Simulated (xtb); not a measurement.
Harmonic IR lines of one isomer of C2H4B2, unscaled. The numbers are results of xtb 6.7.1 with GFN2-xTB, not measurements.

| wavenumber (cm⁻¹) | relative intensity |
|---|---|
| 331 | 11 |
| 594 | 25 |
| 835 | 25 |
| 1432 | 10 |
| 2024 | 100 |
| 2856 | 39 |
| 2993 | 5.9 |
| 3000 | 5.2 |
| 3012 | 3.4 |

**Question.** Say which structure gives these lines.
(A) `CB1B=C1`
(B) `B=C=BC`
(C) `B=BC=C`
(D) `CC1=BB1`

**Answer.** B, `B=C=BC`
